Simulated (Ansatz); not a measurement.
Cartesian coordinates in Å:
```
O -1.522 -1.066 -0.520
Si -0.307 0.038 -0.411
O -0.952 1.350 -1.143
N 0.446 0.342 1.118
Al 1.884 -0.229 0.218
F 3.470 -0.425 0.611
H -1.331 -1.945 -0.188
H -1.751 1.190 -1.650
H 0.062 0.745 1.964
```

Total charge 0; spin multiplicity 1.

(1) List the CAM-B3LYP/def2-TZVPP orbital energies in eV (Ansatz). (An estimate is asked.)

## Answers

(1) Computed: Occupied: -1802.02, -1526.76, -672.84, -522.76, -522.57, -390.88, -146.36, -114.78, -101.71, -101.71, -101.69, -75.48, -75.36, -75.33, -33.53, -30.14, -29.40, -24.60, -17.59, -16.40, -15.82, -14.61, -13.36, -13.35, -12.86, -12.51, -12.05, -11.14, -10.91, -9.61, -8.00. Lowest empty: -0.07, 0.31, 1.24, 1.86, 2.45, 3.03, 3.50, 3.97.
